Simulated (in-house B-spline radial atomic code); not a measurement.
Ionisation energies along the 5-electron series, configuration [He] 2s2 2p1, as differences of self-consistent energies. NIST's values go from ground level to ground level; the uncertainty of those that are theory runs from under 0.1 % in few-electron ions to several per cent in heavy many-electron ones. Computed with a radial B-spline atomic code at the basis-set limit: non-relativistic Hartree-Fock, average of the configuration, point nuclei.

This level leaves out relativity, spin-orbit splitting included, which matters for heavy ions.

```csv
ion,configuration after,ionisation energy (eV),IE/(q+1)² (eV),-ε less Coulomb ΔSCF (eV),tabulated value (eV),tabulated kind,computed minus tabulated (eV)
Mn20+,[He] 2s2,1631.4,3.6993,0.67935,1643.2,semi-empirical,-12
Fe21+,[He] 2s2,1784.1,3.6861,0.68025,1798.4,semi-empirical,-14
Co22+,[He] 2s2,1943.6,3.674,0.68108,1960.8,semi-empirical,-17
Ni23+,[He] 2s2,2109.9,3.6629,0.68185,2130.5,semi-empirical,-21
Cu24+,[He] 2s2,?,?,?,?,semi-empirical,?
Zn25+,[He] 2s2,2462.8,3.6433,0.68324,2491.5,semi-empirical,-29
Ga26+,[He] 2s2,2649.6,3.6345,0.68386,2683,semi-empirical,-33
Ge27+,[He] 2s2,2843.1,3.6263,0.68444,2881.9,semi-empirical,-39
As28+,[He] 2s2,3043.4,3.6187,0.68499,3088.1,semi-empirical,-45
Se29+,[He] 2s2,3250.5,3.6116,0.6855,3301.8,semi-empirical,-51
Br30+,[He] 2s2,3464.4,3.605,0.68599,3523.1,semi-empirical,-59
Kr31+,[He] 2s2,3685.1,3.5987,0.68644,3752,semi-empirical,-67
Rb32+,[He] 2s2,?,?,?,?,semi-empirical,?
Sr33+,[He] 2s2,4147.0,3.5873,0.68728,4232,semi-empirical,-85
Zr35+,[He] 2s2,?,?,?,?,semi-empirical,?
Nb36+,[He] 2s2,4890.8,3.5725,0.68838,5011,semi-empirical,-120
Mo37+,[He] 2s2,5152.3,3.5681,0.68871,5287,semi-empirical,-135
Tc38+,[He] 2s2,5420.6,3.5639,0.68902,5570,semi-empirical,-149
Ru39+,[He] 2s2,5695.8,3.5599,0.68932,5861,semi-empirical,-165
Rh40+,[He] 2s2,5977.7,3.5561,0.68961,6161,semi-empirical,-183
Pd41+,[He] 2s2,6266.5,3.5524,0.68988,6469,semi-empirical,-203
Ag42+,[He] 2s2,6562.0,3.549,0.69015,6785,semi-empirical,-223
```

(1) Fill in the row of Cu24+.

(2) Fill in the row of Rb32+.

(3) Fill in the row of Zr35+.

(4) How far is this level of theory from the measured and semi-empirical values?

## Answers

(1) ionisation energy (eV): 2282.9; IE/(q+1)² (eV): 3.6527; -ε less Coulomb ΔSCF (eV): 0.68257; tabulated value (eV): 2307.3; computed minus tabulated (eV): -24.

(2) ionisation energy (eV): 3912.6; IE/(q+1)² (eV): 3.5929; -ε less Coulomb ΔSCF (eV): 0.68687; tabulated value (eV): 3988; computed minus tabulated (eV): -75.

(3) ionisation energy (eV): 4636.0; IE/(q+1)² (eV): 3.5772; -ε less Coulomb ΔSCF (eV): 0.68803; tabulated value (eV): 4744; computed minus tabulated (eV): -108.

(4) Over those 22 rows the differences run from -223 to -11.8 eV (mean absolute value 84 eV). The calculation leaves out relativity, correlation and, in open shells, the multiplet splittings that an average leaves out.
